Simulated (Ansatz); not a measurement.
(LiNH2)3 ring (Li₃N₃H₆), relaxed as a singlet with RKS PBE-D4/def2-SVP in Ansatz, starting from the GFN2-xTB geometry. Force threshold 0.02 eV/Å.

Start:

```xyz
12

Li    0.371    1.106   -1.029
N     0.244    1.990    0.638
Li   -0.196    0.366    1.502
N    -0.507   -1.494    1.391
Li   -0.189   -1.471   -0.472
N     0.259   -0.495   -2.029
H    -0.454    2.729    0.696
H     1.092    2.455    0.960
H    -1.427   -1.817    1.686
H     0.122   -2.079    1.938
H    -0.429   -0.507   -2.779
H     1.114   -0.783   -2.502
```

```
step  energy (eV)  largest force component (eV/Å)  SCF passes
   1   -5175.1961                           0.588          26
   2   -5175.2851                           0.189          27
   3   -5175.2922                           0.015          28
```

Force components are those of the run's own axes.

End:

```xyz
12

Li    0.3976    1.1805   -1.0986
N     0.2442    1.9925    0.6376
Li   -0.2075    0.3912    1.6011
N    -0.5063   -1.4965    1.3928
Li   -0.1987   -1.5701   -0.5037
N     0.2600   -0.4954   -2.0307
H    -0.4624    2.7447    0.6993
H     1.1013    2.4669    0.9679
H    -1.4405   -1.8224    1.6922
H     0.1258   -2.0939    1.9520
H    -0.4380   -0.5092   -2.7931
H     1.1243   -0.7883   -2.5167
```

By distances, no bond broke or formed. The bond that changes most is Li3–N4, from 1.89 to 1.92 Å (atoms count from 1).

No frequencies were taken in this run, so the end may be a saddle point.

Run time 9 s (4 threads of Intel Xeon on a shared host).
